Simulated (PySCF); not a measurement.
# Löwdin shares of the frontier orbitals

Species: C4H3O3S (charge -1).
SMILES with atom numbers: `[CH2:1]=[C:2]1[CH:3]=[C:4]1[S:5](=[O:6])(=[O:7])[O-:8]` (hydrogens: H9, H10 on C1; H11 on C3)

Structure used (PBE0-D3(BJ)/def2-SVP), in Å, numbered top down from 1:
```xyz
11
C4H3O3S angstrom
C      2.2733   -0.5398    0.5828
C      1.2682    0.2262    0.1457
C      0.7341    1.3886   -0.4933
C     -0.1359    0.5038   -0.0217
S     -1.8552   -0.0095    0.1506
O     -1.9379   -0.4332    1.5549
O     -2.6100    1.2058   -0.1870
O     -1.9352   -1.0943   -0.8406
H      2.0654   -1.4829    1.0924
H      3.3147   -0.2416    0.4369
H      0.8852    2.3332   -1.0117
```

Method: TDDFT wB97X-D/def2-SVPD, vertical, gas phase, core orbitals frozen in the response (PySCF 2.14.0, density-fitted response routines). The geometry's basis has no diffuse functions, a weakness for an anion.

Frontier orbitals with the atoms that hold most of them (Löwdin shares over 4%, at most four atoms; ? is withheld):

```csv
orbital,ε (eV),atoms
HOMO-3,-6.16,"O6 36%, O7 32%, O8 14%, S5 8%"
HOMO-2,-5.92,"O7 28%, C4 16%, O8 12%, C2 11%"
HOMO-1,-5.00,?
HOMO,-4.44,?
LUMO,4.74,"C4 37%, C3 36%, H11 8%, C2 7%"
LUMO+1,5.37,"C3 26%, C1 19%, H11 15%, S5 13%"
LUMO+2,5.85,"S5 28%, C1 21%, H11 13%, H10 11%"
```

(1) Give the leading atoms of the HOMO-1.

(2) Which atoms hold the HOMO, and with what shares?

(3) How does S1 compare with the orbital gap of 9.18 eV?

(4) Give energy, strength and leading configuration of S1, S2 and S4, and follow the Löwdin shares of the leading atoms from the occupied to the empty orbital.

Answers

(1) O7 (bonded to S) 33%; O6 (bonded to S) 33%; O8 (bonded to S) 33%.

(2) C1 (bonded to C and 2 H) 39%; C2 (bonded to 3 C) 23%; C3 (bonded to 2 C and H) 13%; C4 (bonded to 2 C and S) 11%.

(3) S1 is at 4.75 eV (f = 0.038), 4.43 eV below the gap, made of HOMO→LUMO (98%). 

(4) 
- S1 (4.75 eV, f 0.038), HOMO→LUMO (98%): C1 39% → at most 8%, C2 23% → 7%, C4 11% → 37%, C3 13% → 36%
- S2 (5.47 eV, f 0.0032), HOMO-1→LUMO (98%): O7 33% → at most 8%, O6 33% → at most 8%, C4 at most 1% → 37%, C3 at most 1% → 36%
- S4 (5.71 eV, f 0.0006), HOMO-2→LUMO (80%): O7 28% → at most 8%, C4 16% → 37%, C3 at most 11% → 36%

One conformer stands for the species.
